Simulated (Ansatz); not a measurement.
`[CH3][Hf]([CH3])([CH3])[CH3]`. Charge 0, multiplicity 1. Correlated methods include outer-core shells of Hf, which these sets cover unevenly. Hf: def2 effective core potential.

Cartesian coordinates in Å:
```
C 0.8920 1.3078 -1.5521
Hf -0.0002 0.0001 0.0000
C 1.6063 -1.1349 1.0228
C -1.0836 1.2443 1.4810
C -1.4149 -1.4171 -0.9518
H 1.9776 1.1653 -1.6265
H 0.7182 2.3696 -1.3362
H 0.4695 1.1051 -2.5445
H 2.6016 -0.8330 0.6724
H 1.5142 -2.2145 0.8476
H 1.5837 -0.9795 2.1091
H -2.1333 0.9384 1.5769
H -1.0791 2.3050 1.1994
H -0.6319 1.1714 2.4786
H -2.4438 -1.2553 -0.6061
H -1.4194 -1.3129 -2.0443
H -1.1569 -2.4598 -0.7263
```

(1) Give the diagnostics of a CCSD(T)/def2-TZVPP run (frozen core, the Gaussian-basis code of Ansatz). (Best estimate.)

## Answers

(1) Ansatz gave: T1 = 0.0125, largest single amplitude 0.023, largest double 0.020, (T) share of the correlation energy 3.8 %, 9 CCSD cycles. The RHF solution is stable towards an unrestricted one. T1 lies under the customary mark of 0.02 for closed shells.
